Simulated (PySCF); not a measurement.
Computed IR spectrum (relative IR intensity) of a molecule C4H6ClF. Geometry optimised at PBE-D3(BJ)/def2-SVP. Other conformers were not sampled. All values below come from PBE-D3(BJ)/def2-SVP (PySCF). Frequencies are harmonic and unscaled.

Lines under 2 % of the strongest are left out, and lines within 2 cm⁻¹ are merged.

ν (cm⁻¹): 236 (vw), 353 (vw), 379 (w), 602 (w), 720 (s), 799 (s), 820 (w), 929 (w), 979 (vs), 1014 (m), 1017 (m), 1031 (vw), 1071 (vw), 1127 (s), 1196 (w), 1218 (m), 1320 (w), 1354 (m), 1376 (w), 1447 (vw), 3015 (m), 3071 (w), 3074 (w), 3107 (vw), 3174 (vw) (against the strongest line: vs over 80 %, s over 45 %, m over 15 %, w over 4 %, vw less)

Identify the compound among the candidates.
A) C[C@H]1C[C@]1(F)Cl
B) F[C@H](Cl)C1CC1
C) C[C@@H](F)/C=C\Cl
D) C=CC[C@H](F)Cl

B, F[C@H](Cl)C1CC1
